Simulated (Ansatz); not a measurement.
Molecule (SMILES): [B]=N (B-NH), doublet.
Atoms: B1, N2, H3. Bonds: B1-N2, N2-H3.

Basis-set convergence of the optimised N2-H3 bond length at PBE with Ansatz (a first-principles code). Cartesian d functions, on some or all atoms, in 6-31G*, 6-31+G*; all else is spherical. Open shells are unrestricted. No added dispersion term, no relativity. Reference: the value in aug-pcseg-3, 0.9998 Å. Deviations are taken from unrounded values.

```tsv
basis	functions	optimised N2-H3 bond length (Å)
6-31G*	32	1.0032
6-31+G*	40	1.0047
cc-pVDZ	33	1.0068
aug-cc-pVDZ	55	1.0064
def2-SVP	33	1.0070
def2-SVPD	48	1.0068
pcseg-1	33	1.0057
aug-pcseg-1	55	1.0046
6-311G**	42	1.0015
6-311+G**	50	1.0022
def2-TZVP	68	1.0007
def2-TZVPD	83	1.0012
cc-pVTZ	74	1.0000
aug-cc-pVTZ	115	1.0003
pcseg-2	74	1.0001
aug-pcseg-2	115	1.0002
def2-TZVPP	76	1.0002
def2-TZVPPD	91	1.0004
cc-pVQZ	140	0.9996
aug-cc-pVQZ	206	0.9999
def2-QZVPP	144	0.9997
def2-QZVPPD	159	0.9998
pcseg-3	153	0.9998
aug-pcseg-3	219	0.9998
```

What the diffuse functions change, pair by pair:
- 6-31G* to 6-31+G*: 8 more functions, deviation 0.0034 to 0.0048 Å
- cc-pVDZ to aug-cc-pVDZ: 22 more functions, deviation 0.0070 to 0.0066 Å
- def2-SVP to def2-SVPD: 15 more functions, deviation 0.0071 to 0.0070 Å
- pcseg-1 to aug-pcseg-1: 22 more functions, deviation 0.0059 to 0.0048 Å
- 6-311G** to 6-311+G**: 8 more functions, deviation 0.0017 to 0.0024 Å
- def2-TZVP to def2-TZVPD: 15 more functions, deviation 0.0009 to 0.0014 Å
- cc-pVTZ to aug-cc-pVTZ: 41 more functions, deviation 0.0001 to 0.0004 Å
- pcseg-2 to aug-pcseg-2: 41 more functions, deviation 0.0003 to 0.0004 Å
- def2-TZVPP to def2-TZVPPD: 15 more functions, deviation 0.0004 to 0.0005 Å
- cc-pVQZ to aug-cc-pVQZ: 66 more functions, deviation -0.0002 to 0.0000 Å
- def2-QZVPP to def2-QZVPPD: 15 more functions, deviation -0.0001 to 0.0000 Å
- pcseg-3 to aug-pcseg-3: 66 more functions, deviation 0.0000 to 0.0000 Å

Leaving out the reference's own pair, they bring the value nearer the reference by more than 0.0001 Å in 4 of 11 pairs.
